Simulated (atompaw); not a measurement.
Building the PAW (atompaw) potential for Ni (LDA (PW92), scalar-relativistic).

nickel (Ni), PAW, made with atompaw 4.2.0.5 (LDA (PW92), scalar-relativistic). Core [Ar], reference 3d8 4s2 4p0. Waves: 4s (bound): rc 2.00 bohr; 4s channel at 4.05 Ry: rc 2.00 bohr; 4p (bound, empty): rc 3.00 bohr; 4p channel at 3.3 Ry: rc 3.00 bohr; 3d (bound): rc 1.00 bohr; 3d channel at 2.4 Ry: rc 1.00 bohr. Local part: troulliermartins scheme with l = 3 at 0 Ry, radius 2.80 bohr. Core correction: smooth core density matched at 2.50 bohr. Augmentation charge: sinc compensation charge, radius 2.50 bohr; PAW radius 3.00 bohr; waves and projectors: custom polynom gramschmidtortho.

* Cutoffs needed: 160 Ry and 260 Ry (the cutoffs (Ry, on a coarse ladder) from which the occupation-weighted sum of valence levels, in a spherical-Bessel basis at the reference potential, stays within 10 and 1 mRy of its value at 400 Ry)
* Ghost test: no extra level below or beside the all-electron valence levels (s, p, d, f tested) (spherical-Bessel basis up to 400 Ry, 20 bohr box)
* Lowest eigenvalue of the overlap operator: 0.30 (s channel)
* Overlap eigenvalues printed by atompaw (projector basis): 0.0527, 0.312, 0.433, 4.91, 8.4, 13.2
* Share of each valence orbital outside the PAW sphere: 4s 35 %, 4p 70 %, 3d 1 %
